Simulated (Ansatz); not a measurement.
Input file for Ansatz (a first-principles code): R-r2SCAN/def2-TZVPP on CH6GeO2 (SMILES [CH3][GeH]([OH])[OH]), a point of a torsion scan.

Ansatz 0.2 input:
```yaml
crystal:
  periodic: [false, false, false]
  atoms:
    - {symbol: C, position_ang: [-1.31420627, -0.58762951, -0.14354798]}
    - {symbol: Ge, position_ang: [0.32837368, 0.26979892, 0.54151270]}
    - {symbol: O, position_ang: [1.02509586, 1.42292386, -0.59278409]}
    - {symbol: O, position_ang: [-0.10579461, 1.29485293, 1.87263729]}
    - {symbol: H, position_ang: [-1.12109167, -1.58013282, -0.53922030]}
    - {symbol: H, position_ang: [-1.75929047, 0.02425189, -0.92308634]}
    - {symbol: H, position_ang: [-2.02678382, -0.67834148, 0.66939768]}
    - {symbol: H, position_ang: [1.43560384, -0.66785569, 0.99058804]}
    - {symbol: H, position_ang: [1.30413150, 1.09116383, -1.44149312]}
    - {symbol: H, position_ang: [0.32055697, 2.14973550, 1.86083122]}
basis:
  gaussian:
    orbitals: def2-TZVPP
hamiltonian:
  xc: {name: r2SCAN}
scf: {lower_state_search: off}
```

It printed:

```
WARN ansatz: RAYON_NUM_THREADS=1 ignored (pool sized by the plan → 1); use --threads N
Functional definition: r2SCAN
these checks for a lower state are left out or cut short: stability, starts, cluster_reference, orbital_swaps, neighbouring_geometries, increment
integrals: 0.15 GiB planned
1194 factors; their error is unknown
mean field: 1.01 GiB planned
mean field evaluation 1: about -61732.3317 eV, gradient 9.7e1 eV
mean field evaluation 2: about -61695.2651 eV, gradient 1.7e2 eV
mean field evaluation 4: about -61747.9054 eV, gradient 1.1e1 eV
mean field evaluation 8: about -61748.1999 eV, gradient 9.3e-2 eV
mean field evaluation 16: about -61748.1821 eV, gradient 5.0e-5 eV
mean field -61748.18211458 eV, -2269.2038382896 hartree, gradient 7.7e-6 eV, S^2 0.000000; 0 other end points of the search recorded, 0 dependent functions left out
reference -61748.18212582 eV, -2269.2038387026 hartree; 30, 30 occupied and 195, 195 virtual orbitals, 1194 factors
Total energy: -61748.18212582 eV, -2269.2038387026 hartree
Checks for a lower state left out: stability, starts, cluster_reference, orbital_swaps, neighbouring_geometries, increment
```

Self-consistency was reached.

Cost: around 2.9 core-seconds (rough).
